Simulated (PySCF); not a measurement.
# Polarisability and C₆ of Sc(2+) (scandium, charge +2)

[Ar] 3d1, 2D determinant. Calculation: PySCF 2.14, in def2-QZVPPD; no relativity, point nucleus. Coupled (time-dependent) response in atomic units; α is the mean over directions.

| method | mean α (bohr³) | α xx, yy, zz | C₆ (like pair) | S(−4) |
| --- | --- | --- | --- | --- |
| UHF | 4.392 | 5.057, 5.057, 3.062 | 13.18 | 16.07 |
| PBE | 5.096 | 6.020, 6.020, 3.249 | 14.82 | 31.56 |
| PBE0 | 4.788 | 5.598, 5.598, 3.170 | 14.11 | 24.02 |

S(−4) is the Cauchy moment in α(ω) = α(0) + S(−4) ω² + …

α(iu) at UHF:

```
u (hartree)  α(iu) (bohr³)
          0          4.392
     0.0500          4.353
      0.100          4.245
      0.200          3.924
      0.300          3.588
      0.500          3.032
      0.750          2.502
       1.00          2.080
       1.50          1.457
       2.00          1.048
       3.00         0.5979
       5.00         0.2640
```

For an ion, C₆ is the dispersion term alone; charge-induced terms of lower order in 1/R come first.

The components differ because the open shell of this determinant is not spherical; for a pure term their mean is the scalar polarisability.
